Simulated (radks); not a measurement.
Cr, configuration [Ar] 3d5 4s1.

Calculated with a radial shooting solver on a logarithmic mesh with Libxc functionals: Dirac Kohn-Sham, BLYP, spin-unpolarised, spherical densities, finite nucleus; open shells are shared between the two j in proportion to 2j + 1; Fermi nuclear charge, rms radius 3.6452 fm.

Energy parts (hartree):
| part | energy |
|---|---|
| total | -1050.83635 |
| kinetic | 1063.23056 |
| electron-nucleus | -2509.19597 |
| Hartree | 444.06352 |
| exchange-correlation | -48.93446 |

Orbitals (lengths in bohr, moments of r in powers of bohr; <r^-3> diverges for s and p1/2):
| orbital | occ. | eigenvalue (hartree) | <r^-3> | <r> |
|---|---|---|---|---|
| 1s1/2 | 2 | -216.1581 | - | 0.06355 |
| 2s1/2 | 2 | -24.51256 | - | 0.2930 |
| 2p1/2 | 2 | -20.82150 | - | 0.2579 |
| 2p3/2 | 4 | -20.50330 | 354.8 | 0.2608 |
| 3s1/2 | 2 | -2.71003 | - | 0.9017 |
| 3p1/2 | 2 | -1.68887 | - | 0.9597 |
| 3p3/2 | 4 | -1.65127 | 42.19 | 0.9690 |
| 4s1/2 | 1 | -0.14607 | - | 3.427 |
| 3d3/2 | 2 | -0.10634 | 2.858 | 1.513 |
| 3d5/2 | 3 | -0.10349 | 2.806 | 1.525 |

The highest occupied level is 3d5/2 at -2.816 eV. Summed over all electrons, <r^2> = 39.71 bohr^2, which gives a Langevin (diamagnetic) susceptibility term of -31.5 x 10^-6 cm^3/mol. The density falls to 0.001 e/bohr^3 at r = 4.49 bohr.
